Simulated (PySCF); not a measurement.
C10H7N3, SMILES C12=NC=CC3N2C(=CC=C1)N=CC=3.

Coordinates come from a PBE-D3(BJ)/def2-SVP optimisation.

Two levels are set side by side: TDA-PBE/def2-SVP (PySCF) and TDA-CAM-B3LYP/def2-SVP (PySCF). Vertical, same geometry. The lowest singlet is HOMO→LUMO 99 % with PBE and HOMO→LUMO 98 % with the other functional; states are paired by order. Differences are taken from unrounded values.

```tsv
quantity	TDA-CAM-B3LYP
lowest singlet excitation (eV)	1.84
lowest triplet excitation (TDA) (eV)	1.60
first bright state (f over 0.05) (eV)	4.06
its oscillator strength	0.24
```

### Question
What does TDA-PBE give, and how far is it from TDA-CAM-B3LYP? (Estimate from the structure and the level; the computed values follow.)

### Answer

```
quantity                               TDA-PBE  TDA-PBE minus TDA-CAM-B3LYP
-------------------------------------  -------  ---------------------------
lowest singlet excitation (eV)            1.65                        -0.20
lowest triplet excitation (TDA) (eV)      1.45                        -0.15
first bright state (f over 0.05) (eV)     3.45                        -0.60
its oscillator strength                   0.07                        -0.17
```

A lower first singlet is the usual sign of a functional without exact exchange. Differences between two approximate levels are no errors against the true value.

Rough cost on one machine, each run with all the roots and properties that it gave: TDA-CAM-B3LYP against TDA-PBE about 3 times.
